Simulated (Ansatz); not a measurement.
NiHg₅Te₄Cl₄, a doped nanocrystal cut from zinc blende HgTe (Ni for one cation, 4 Cl caps) was relaxed with r2SCAN-D4 (def2-SVP) in Ansatz in these states: neutral singlet, neutral triplet. The geometries follow in no particular order.

In the def2 sets Hg, Te take a core potential; there is no spin–orbit coupling.

A:

```xyz
14

Te    1.653   -1.936   -2.259
Te   -1.684    2.172   -1.440
Te    1.837    0.437    1.729
Te   -2.340   -2.378    1.325
Ni    2.527   -0.137   -0.647
Hg    0.602    2.594    0.552
Hg   -0.110    0.212   -2.520
Hg   -0.467   -2.646   -0.667
Hg   -2.539   -0.075   -0.165
Hg   -0.106   -1.205    2.805
Cl    2.649    1.762   -1.734
Cl    0.544    4.979    0.580
Cl   -2.304   -1.682   -2.590
Cl   -0.262   -2.096    5.032
```

B:

```xyz
14

Te    3.154   -0.214   -2.102
Te   -1.701   -1.617    2.308
Te    0.023    1.146   -2.073
Te    1.945    2.194    2.495
Ni    0.916   -1.120   -2.092
Hg   -2.416    0.245   -1.428
Hg    0.001   -1.793    0.185
Hg    2.970    0.525    0.475
Hg    0.362   -0.060    3.000
Hg   -0.123    2.481    0.739
Cl   -0.643   -2.565   -2.501
Cl   -4.539   -0.589   -0.948
Cl    2.397   -1.792    1.827
Cl   -2.347    3.158    0.115
```

Task: Judge from the bond lengths which geometry belongs to which state (an estimate).

Result: A is the neutral triplet (Te1–Hg7 2.791 Å, Te2–Hg6 3.061 Å, Te3–Hg10 2.762 Å); B is the neutral singlet (Te1–Hg7 4.203 Å, Te2–Hg6 4.236 Å, Te3–Hg10 3.116 Å).

The restricted singlet is unstable towards broken spin symmetry in Hartree–Fock (as tested in another run); at r2SCAN-D4/def2-SVP this wasn't settled. At PBE0-D4/def2-TZVP a triplet lies 0.69 eV below the neutral singlet.
